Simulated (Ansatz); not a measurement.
Program: Ansatz. Geometries: PBE0-D4/def2-TZVP. ΔE: electronic, gas phase. CBS: MP2 limit from def2 TZ/QZ plus the TZ coupled-cluster correction, frozen cores. This one scheme is used for every species. DFT in def2-TZVPP. For Br outer-core shells are correlated without core-valence functions, which leaves a few kJ/mol of doubt a bond. Scalar relativity is left out up to krypton. Each species was taken in one conformer, which may not be the lowest.

Consider the cleavage of the Si–Al bond: `[SiH3][AlH][Br]` + `N#CO` → `N#CO[SiH3]` + `[AlH2][Br]`.

```
           level  ΔE (kcal/mol)
          B97M-V          -20.2
        BHLYP-D4          -21.9
          revPBE          -13.5
         r2SCANh          -18.4
           BHLYP          -22.5
CCSD(T)/def2-SVP          -17.6
   HF/def2-TZVPP          -25.4
 CCSD/def2-TZVPP          -20.2
```

What does CCSD(T)/CBS give? (Best estimate.)

The calculation gave: -19.8 kcal/mol. The listed levels differ from it by -0.4, -2.1, 6.3, 1.4, -2.7, 2.2, -5.6, -0.4 kcal/mol.

Largest T1 diagnostic among the species: 0.014.

From BLYP to BHLYP (50 % exact exchange), in def2-TZVPP and without D4, ΔE moves by −3.4 kcal/mol. At CCSD(T), def2-SVP lies +2.2 kcal/mol from the extrapolated value and def2-TZVPP +0.3 kcal/mol. In def2-TZVPP, CCSD(T) changes the Hartree–Fock value by +5.9 kcal/mol (the triples alone add +0.7 kcal/mol) and MP2 by +3.4 kcal/mol.
